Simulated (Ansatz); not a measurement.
One change: `CS[SiH2][GeH3]` becomes `BO[SiH2]SC`.

Ansatz, PBE0-D4/def2-TZVP geometries, multiplicity 1. Each molecule was computed in one conformer, which needn't be the lowest.

Scalar relativity is left out up to krypton.

| property | `CS[SiH2][GeH3]` |
| --- | --- |
| LUMO energy (PBE0/def2-TZVPP) / eV | -0.18 |
| HOMO energy (PBE0/def2-TZVPP) / eV | -6.82 |
| HOMO–LUMO gap (ωB97M-V/def2-TZVPP) / eV | 10.53 |
| LUMO energy (PBE/def2-TZVPP) / eV | -1.02 |
| HOMO–LUMO gap (B3LYP/def2-TZVPP) / eV | 6.25 |
| size of the dipole moment (B3LYP/def2-TZVPP) / D | 1.25 |

(1) What does the change do to each property? (An estimate is asked.)

Results:

(1) Ansatz gave: 
```tsv
property	`BO[SiH2]SC`	shift
LUMO energy (PBE0/def2-TZVPP) / eV	-0.75	-0.57
HOMO energy (PBE0/def2-TZVPP) / eV	-7.30	-0.48
HOMO–LUMO gap (ωB97M-V/def2-TZVPP) / eV	10.61	0.08
LUMO energy (PBE/def2-TZVPP) / eV	-1.76	-0.74
HOMO–LUMO gap (B3LYP/def2-TZVPP) / eV	6.06	-0.19
size of the dipole moment (B3LYP/def2-TZVPP) / D	1.48	0.23
```

With PBE0 the HOMO falls by 0.48 eV and the LUMO falls by 0.57 eV, so the gap narrows by about 0.09 eV. PBE moves the HOMO by -0.44 eV and ωB97M-V by -0.56 eV. Dipoles are sizes alone; their direction can turn.

B3LYP here is the variant with VWN-RPA as its local correlation; programs differ in this.
